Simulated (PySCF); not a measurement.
Which level of theory gave which numbers?

Species: CH6F2P2Si.
Z-matrix (Å and degrees, PBE0-D3(BJ)/def2-SVP geometry), rows numbered from 1:
```
F 
C   1  1.3566
F   2  1.3632  1  107.97
Si  2  1.9285  1  110.37  3  -118.85
P   4  2.2648  2  105.59  1   175.79
P   4  2.2616  2  105.45  1    48.21
H   2  1.1062  1  108.02  3   116.04
H   4  1.4939  2  107.89  1   -68.77
H   5  1.4281  4   93.46  2   -79.48
H   5  1.4293  4   93.34  2  -173.67
H   6  1.4300  4   93.34  2   158.47
H   6  1.4298  4   92.09  2    64.81
```

The closed-shell ground state was solved 5 times with PySCF (density fitting, gas phase), always with PBE0, in these basis sets: 6-31G, 6-31G*, STO-3G, cc-pVDZ and pcSseg-2.

```tsv
row	total energy (Eh)	HOMO (eV)	LUMO (eV)	dipole (D)
P	-1212.9884	-7.19	-0.21	1.76
Q	-1212.7583	-7.22	-0.41	2.31
R	-1213.1337	-7.31	-0.58	1.95
S	-1212.9084	-7.20	-0.31	1.74
T	-1198.5817	-4.12	4.48	1.50
```

Question: Which basis belongs to which row?

Answer: P = cc-pVDZ, Q = 6-31G, R = pcSseg-2, S = 6-31G*, T = STO-3G. From the lowest total energy up: pcSseg-2 (321 functions) 0 eV; cc-pVDZ (126 functions) +3.95 eV; 6-31G* (108 functions) +6.13 eV; 6-31G (78 functions) +10.21 eV; STO-3G (48 functions) +395.98 eV.

One conformer stands for the species.
